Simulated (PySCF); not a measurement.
CH11NSi4, SMILES [SiH3]/N=C\[SiH]([SiH3])[SiH3].

Geometry optimised at r2SCAN-D4/def2-SVP. The structure was generated by enumeration; whether it is a known compound was not checked. One conformer was computed; it need not be the lowest.

The numbers are results of ωB97X/def2-TZVP (PySCF), not measurements.

The molecule is in vacuum.

Computed frontier levels, gap, dipole moment:
| Item | Value |
|---|---|
| highest occupied level | -8.90 eV |
| lowest empty level | 0.41 eV |
| orbital gap | 9.31 eV |
| dipole moment | 1.53 D |
| quadrupole, principal values (traceless, Buckingham form, about the centre of nuclear charge) | -5.64, 1.74, 3.89 D·Å |
